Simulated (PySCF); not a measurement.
## Radial density of Rb (rubidium, neutral)

r2SCAN, [Kr] 5s1, 2S determinant. Computed with PySCF 2.14 in x2c-SVPall (6s4p5d1f, 50 functions), with the spin-free X2C one-electron Hamiltonian (Gaussian nucleus).

| r (bohr) | 4πr²ρ (e/bohr) | 4πr²(ρα − ρβ) |
| --- | --- | --- |
| 0.0381 | 43.39 | 0.0003 |
| 0.0641 | 38.51 | -0.0001 |
| 0.108 | 53.56 | 0.0035 |
| 0.181 | 43.79 | 0.0004 |
| 0.305 | 33.23 | 0.0049 |
| 0.513 | 34.58 | 0.0026 |
| 0.863 | 9.562 | 0.0197 |
| 1.45 | 6.199 | 0.0094 |
| 2.44 | 1.851 | 0.0522 |
| 4.11 | 0.2737 | 0.2195 |
| 6.91 | 0.1202 | 0.1201 |
| 11.6 | 0.003115 | 0.0031 |

Densities and radii are taken from the X2C orbitals without a picture-change correction, which distorts them close to the nucleus.
